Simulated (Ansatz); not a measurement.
Computed with Ansatz on PBE0-D4/def2-TZVP structures; ΔE is electronic, products minus reactants. CBS: MP2 limit from def2 TZ/QZ plus the TZ coupled-cluster correction, frozen cores. This one scheme is used for every species. DFT in def2-TZVPP. B3LYP here is the variant with VWN-RPA as its local correlation; programs differ in this. For Ge outer-core shells are correlated without core-valence functions, which leaves a few kJ/mol of doubt a bond. Scalar relativity is left out up to krypton. Each species was taken in one conformer, which may not be the lowest.

Reaction (formal exchange of groups at a B–N bond): `NB[SiH2]O` + GeH₄ → `O[SiH2][BH][GeH3]` + NH₃

```csv
level,ΔE (kJ/mol),difference from CCSD(T)/CBS
revPBE-D4,143.6,2.3
PBE0-D4,145.6,4.3
B3LYP-D4,151.0,9.7
r2SCAN0-D4,147.8,6.5
BHLYP-D4,150.3,9.0
ωB97X-V,148.9,7.6
ωB97M-V,152.0,10.7
B2PLYP,154.0,12.7
B3LYP,155.4,14.1
r2SCAN0,148.8,7.5
BHLYP,155.9,14.6
HF/def2-SVP,167.0,25.7
MP2/def2-TZVPP,149.8,8.5
SCS-MP2/def2-TZVPP,150.7,9.4
HF/def2-QZVPP,152.9,11.6
MP2/def2-QZVPP,147.6,6.3
CCSD(T)/CBS,141.3,0
```

Problem. What do rigid-rotor, harmonic-oscillator terms from PBE0-D4/def2-TZVP frequencies (298.15 K, 1 bar) make of the CCSD(T)/CBS value? (Estimate.)

Solution. Ansatz gave: ΔZPE = -2.4 kJ/mol, ΔH = +142.5 kJ/mol, ΔS = 23 J/(mol·K), ΔG = +135.5 kJ/mol.

Largest T1 diagnostic among the species: 0.013.

The D4 term adds −4.4 kJ/mol with B3LYP and −2.6 kJ/mol with PBE0; it sums over pairs of atoms, weighted by their polarisabilities, and B3LYP, whose exchange is more repulsive, gets the larger term. At CCSD(T), def2-SVP lies +32.5 kJ/mol from the extrapolated value and def2-TZVPP +4.3 kJ/mol.
